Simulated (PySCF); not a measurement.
`InChI=1S/C5H11ClOSi/c1-2-8-4-5(6)3-7-8/h5,8H,2-4H2,1H3/t5-,8-/m1/s1`

Geometry:
| atom | x (Å) | y (Å) | z (Å) |
| --- | --- | --- | --- |
| C1 | 2.868 | -0.235 | -0.769 |
| C2 | 1.903 | 0.395 | 0.226 |
| Si3 | 0.245 | -0.515 | 0.296 |
| C4 | -1.015 | -0.105 | -1.078 |
| C5 | -2.287 | -0.138 | -0.257 |
| Cl6 | -3.635 | 0.746 | -1.018 |
| C7 | -1.976 | 0.473 | 1.111 |
| O8 | -0.696 | 0.067 | 1.509 |
| H9 | 3.052 | -1.275 | -0.514 |
| H10 | 3.822 | 0.290 | -0.771 |
| H11 | 2.458 | -0.203 | -1.775 |
| H12 | 1.763 | 1.448 | -0.027 |
| H13 | 2.353 | 0.375 | 1.219 |
| H14 | 0.387 | -1.966 | 0.461 |
| H15 | -0.858 | 0.896 | -1.478 |
| H16 | -1.068 | -0.794 | -1.915 |
| H17 | -2.629 | -1.167 | -0.128 |
| H18 | -1.999 | 1.566 | 1.048 |
| H19 | -2.697 | 0.151 | 1.867 |

Computed, not measured: PySCF 2.14.0, TDDFT wB97X-D/def2-SVPD circular dichroism and optical rotation, one conformer, gas phase. Geometry: GFN2-xTB.

The molecule is flexible and this is one conformer; a measurement averages over conformers.

Stereocentres: Si3 R, C5 R.

**Question.** What is the specific rotation at 633, 589.3, 546, 436, 405, 365, 355 nm?

**Answer.** [α] in deg dm⁻¹ (g/mL)⁻¹:
| λ (nm) | origin-invariant length gauge | modified velocity gauge | length gauge (centre of mass) | isotropic polarisability (au) |
| --- | --- | --- | --- | --- |
| 633 | -102.4 | -104.5 | -102.7 | 100.7 |
| 589.3 | -120.4 | -122.8 | -120.8 | 101.0 |
| 546 | -143.6 | -146.5 | -144.0 | 101.4 |
| 436 | -248.1 | -253.4 | -248.9 | 103.1 |
| 405 | -300.5 | -306.9 | -301.4 | 103.9 |
| 365 | -399.2 | -408.0 | -400.4 | 105.3 |
| 355 | -432.2 | -441.8 | -433.4 | 105.7 |

**Question.** And for the mirror image at 589.3 nm?

**Answer.** +120.4 deg dm⁻¹ (g/mL)⁻¹ (origin-invariant length gauge): the same size and the opposite sign.

**Question.** What is the molar rotation [Φ] = [α]·M/100 of the geometry above at 589.3 nm?

**Answer.** With M = 150.68 g/mol, -181.4 deg cm² dmol⁻¹ (origin-invariant length gauge).

The first excitation lies at 7.14 eV (174 nm) with R = -13.5 × 10⁻⁴⁰ esu² cm² (velocity form).
